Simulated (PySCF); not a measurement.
C3H5BF2, SMILES F[C@H]1CCB1F. Geometry optimised at PBE-D3(BJ)/def2-SVP. The structure was generated by enumeration; whether it is a known compound was not checked.

Computed equilibrium geometry at PBE-D3(BJ)/def2-SVP (PySCF confirms it by a frequency run) as a Z-matrix:
```
C
H 1 1.1089
H 1 1.1091 2 108.66
C 1 1.5680 2 117.08 3 -127.33
H 4 1.1065 1 117.63 2 95.18
H 4 1.1083 5 108.95 1 128.02
C 1 1.5705 2 116.02 3 123.68
F 7 1.3797 1 117.95 2 -91.10
H 7 1.1145 8 109.46 1 -124.61
B 4 1.5811 5 119.60 6 135.14
F 10 1.3290 4 131.76 5 -17.77
```
